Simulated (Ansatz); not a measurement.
SnH3(NHEt) (C₂H₉NSn), relaxed as a singlet with RKS PBE-D4/def2-SVP in Ansatz, starting from the GFN2-xTB geometry. Force threshold 0.02 eV/Å.

In the def2 sets Sn takes a core potential; there is no spin–orbit coupling.

Start:

Cartesian coordinates in Å:
```
Sn 1.1856 -0.8036 -1.4597
H 2.4178 -0.1100 -2.3148
H 1.8068 -2.0029 -0.4554
H 0.0499 -1.4910 -2.4457
N 0.2512 0.7606 -0.6215
C -0.9444 0.6226 0.1784
C -0.6960 0.1100 1.5914
H 0.8764 1.4210 -0.1782
H -1.4294 1.6027 0.2277
H -1.6221 -0.0552 -0.3435
H -0.2387 -0.8778 1.5573
H -1.6313 0.0415 2.1402
H -0.0259 0.7822 2.1239
```

**Question.** Estimate the energy that the relaxation releases and the steps that it takes.

**Answer.** 20.3 kJ/mol, in 7 steps; 6 s on 4 threads of Arm Neoverse V2 on a shared host. No frequencies were taken in this run, so the end may be a saddle point.

**Question.** Does the start keep its bonding?

**Answer.** By distances, no bond broke or formed. The bond that changes most is Sn1–H2, from 1.65 to 1.73 Å (atoms count from 1).

**Question.** Predict the relaxed structure.

**Answer.** 
```xyz
13

Sn    1.2016   -0.8051   -1.4691
H     2.4857   -0.1454   -2.4170
H     1.8465   -1.9568   -0.3303
H    -0.0065   -1.5688   -2.4393
N     0.2412    0.8403   -0.6549
C    -0.9403    0.6548    0.1799
C    -0.7047    0.0774    1.5807
H     0.9106    1.4797   -0.2069
H    -1.4605    1.6374    0.2786
H    -1.6556    0.0036   -0.3716
H    -0.2527   -0.9361    1.5308
H    -1.6523   -0.0023    2.1543
H    -0.0131    0.7213    2.1647
```
Bond lengths: 1 × N–Sn 2.07 Å; 1 × C–N 1.46 Å; 1 × C–C 1.53 Å; 5 × C–H 1.11 to 1.12 Å; 3 × H–Sn 1.73 to 1.74 Å; 1 × H–N 1.03 Å.
